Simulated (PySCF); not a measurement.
**Computed structure and properties of [Hg(SH)3]−**

System: [Hg(SH)3]− (singlet); start: displaced along the imaginary mode (C3). Method: PySCF 2.14.0, RKS PBE0, Hg def2-SVP with ECP60, S def2-SVP, H def2-SVP; non-relativistic Hamiltonian with scalar-relativistic core potentials where named; density fitting; no spin-orbit coupling.

Input of the relaxation:

```python
mol = gto.M(atom='''
Hg    -0.00000    -0.00000    -0.00255
S      2.54735    -0.00807    -0.03607
H      2.60858     0.25000     1.31471
S     -1.26668     2.21010    -0.03607
H     -1.52080     2.13409     1.31471
S     -1.28066    -2.20203    -0.03607
H     -1.08778    -2.38409     1.31471''',
    basis={'Hg': 'def2-SVP', 'S': 'def2-SVP', 'H': 'def2-SVP'},
    ecp={'Hg': 'def2-SVP'},
    charge=-1, spin=0)
mf = dft.RKS(mol, xc='PBE0')
mf.grids.atom_grid = (50, 194)
mf = mf.density_fit()  # fitting sets: Hg def2-universal-JKFIT, S def2-universal-JKFIT, H def2-universal-JKFIT
mf.conv_tol = 1e-08; mf.max_cycle = 55
mf.kernel(dm0)  # dm0: converged density of the start geometry
# quasi-Newton relaxation in Cartesian coordinates to a largest gradient under 0.00045 Eh/bohr, steps kept in the point group
```

Run from Python with OMP_NUM_THREADS=2; the lines above give its settings. Where DIIS fails, smearing, a level shift and second-order steps follow.
It took 70 s on 2 threads of Arm Neoverse V2, with other jobs on the host, from the converged density of the start.

Course of the relaxation:

```
step  energy above end (eV)  largest force component within the symmetry (eV/Å)
   0                 0.4113                                               0.602
   1                 0.3677                                               0.218
   2                 0.3361                                               0.756
   3                 0.2958                                               0.290
   4                 0.2317                                               0.464
   5                 0.1860                                               0.489
   6                 0.1550                                               0.451
   7                 0.1048                                               0.528
  18                 0.0028                                               0.033
  19                 0.0014                                               0.128
  20                 0.0007                                               0.028
  21                 0.0003                                               0.010
  22                 0.0001                                               0.025
  23                 0.0000                                               0.004
```
(The steps between are left out.)

Relaxed geometry (C3h):

```xyz
7

Hg    0.0000    0.0000    0.5440
S     2.4517   -0.5108    0.5444
H     2.8188    0.7897    0.5521
S    -0.7835    2.3786    0.5444
H    -2.0933    2.0464    0.5521
S    -1.6682   -1.8678    0.5444
H    -0.7256   -2.8360    0.5521
```

```json
{"contact": "Hg1–S2 (SH)", "Å": "2.504"}
{"contact": "Hg1–S4 (SH)", "Å": "2.504"}
{"contact": "Hg1–S6 (SH)", "Å": "2.504"}
```

On the finer grid (75, 302):

```yaml
HOMO: -2.24 eV
LUMO: 3.25 eV
Dipole_about_the_centre_of_mass: 0.01 D
Set_of_Mulliken_populations_of_Hg1_outside_the_core_potential: s 3.03, p 6.75, d 9.97, f 0.00
D3_BJ_dispersion_energy_not_in_the_energies: -0.202 eV
```

```csv
atom,Mulliken (e),Löwdin (e),spin (e)
Hg1,0.24,-0.25,0.00
S2,-0.47,-0.21,0.00
H3,0.05,-0.04,0.00
S4,-0.47,-0.21,0.00
H5,0.05,-0.04,0.00
S6,-0.47,-0.21,0.00
H7,0.05,-0.04,0.00
```

On the grid (50, 194), as all that follows. Harmonic modes: a minimum within the noise of the softest modes; lowest 46 cm⁻¹ (negative: unstable), highest 2708 cm⁻¹, zero-point energy 0.706 eV.

Taking off one SH (charge -1, singlet; the rest: singlet) in vacuum, both parts rigid, costs 3.58 eV; the small basis without counterpoise inflates it.

Rigid scan of SH along the line from its metal:

(distance to S2 (Å), energy (eV)): (2.20, 0.492), (2.30, 0.187), (2.40, 0.040), (2.50, 0.000), (2.60, 0.032), (2.70, 0.111), (2.90, 0.350), (3.20, 0.776), (3.60, 1.298), (4.10, 1.789)

One start shape was tried, so this needn't be the lowest isomer.
